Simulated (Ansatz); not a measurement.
# What each rung costs, and what it gives

Saddle point of Si2H4SF2, closed shell (Si₂H₄SF₂ ([F][Si]([F])([SiH3])[SH]) → Si₂H₂SF₂ ([F][Si]1([F])[SiH2][S]1) + H₂; bonds formed: Si2–S3, H4–H7; bonds broken: Si2–H7, S3–H4), PBE0-D4/def2-TZVP structure:

| atom | x (Å) | y (Å) | z (Å) |
| --- | --- | --- | --- |
| Si1 | -1.1245 | 0.3992 | 0.9037 |
| Si2 | 0.4897 | -0.8379 | -0.2066 |
| S3 | -1.3082 | 1.4675 | -0.7673 |
| H4 | 1.0439 | 0.8204 | -1.1184 |
| F5 | -2.3073 | -0.5249 | 1.4231 |
| F6 | -0.5270 | 1.0305 | 2.2346 |
| H7 | 1.7246 | 0.4313 | -1.1454 |
| H8 | 1.8868 | -1.2491 | 0.1354 |
| H9 | 0.1220 | -1.5370 | -1.4591 |

Barriers are electronic and count from the start structure reached by relaxing down the imaginary mode.

Ansatz 0.2.0; basis: as named in each row; cores frozen in the correlated methods. B3LYP uses VWN-RPA correlation. Extrapolation: Hartree–Fock as exp(−7.88 √X), correlation as X^−2.97.

Times are rough, for one single point on 4 threads of a shared host (Arm Neoverse V2).

The estimate by CCSD(T) at an estimated basis limit (MP2 extrapolated from triple and quadruple zeta, plus CCSD(T) − MP2 in triple zeta) is 2.356 eV.

| method | basis | time (s) | barrier (eV) | method less estimate |
| --- | --- | --- | --- | --- |
| HF | STO-3G | under 1 | 6.351 | 3.995 |
| PBE-D4 | STO-3G | under 1 | 4.833 | 2.477 |
| SPW92 | def2-SVP | under 1 | 2.166 | -0.191 |
| B3LYP-D4 | 6-31G | under 1 | 2.622 | 0.266 |
| PBE-D4 | def2-SVP | under 1 | 2.179 | -0.177 |
| PBE0-D4 | def2-SVP | 1 | 2.364 | 0.008 |
| SPW92 | def2-TZVPP | 1 | 2.087 | -0.269 |
| PBE-D4 | def2-TZVPP | 2 | 2.097 | -0.260 |
| BLYP-D4 | def2-TZVPP | 2 | 2.151 | -0.205 |
| B3LYP-D4 | def2-TZVPP | 3 | 2.307 | -0.050 |
| BHLYP-D4 | def2-TZVPP | 3 | 2.499 | 0.143 |
| PBE0-D4 | def2-TZVPP | 3 | 2.280 | -0.076 |
| CAM-B3LYP-D4 | def2-TZVPP | 3 | 2.471 | 0.115 |
| CCSD(T) | def2-SVP | 4 | 2.637 | 0.281 |
| r2SCAN-D4 | def2-TZVPP | 5 | 2.248 | -0.108 |
| wB97M-V | def2-SVP | 6 | 2.443 | 0.087 |
| r2SCAN0-D4 | def2-TZVPP | 6 | 2.354 | -0.002 |
| B2PLYP | def2-TZVPP | 6 | 2.363 | 0.007 |
| PBE-QIDH | def2-TZVPP | 6 | 2.389 | 0.033 |
| RPA on PBE | def2-TZVPP | 6 | 2.412 | 0.056 |
| wB97X-V | def2-TZVPP | 8 | 2.488 | 0.132 |
| wB97M-V | def2-TZVPP | 9 | 2.335 | -0.021 |
| B97M-V | def2-TZVPP | 10 | 2.286 | -0.070 |
| MP2 | def2-QZVPP | 18 | 2.298 | -0.058 |
| CCSD(T) | def2-TZVPP | 140 | 2.424 | 0.068 |

All methods are single points on the PBE0-D4 structures.

T1 diagnostic: at most 0.017.

Labels in which every atom is bracketed show which atoms are joined, not bond orders.
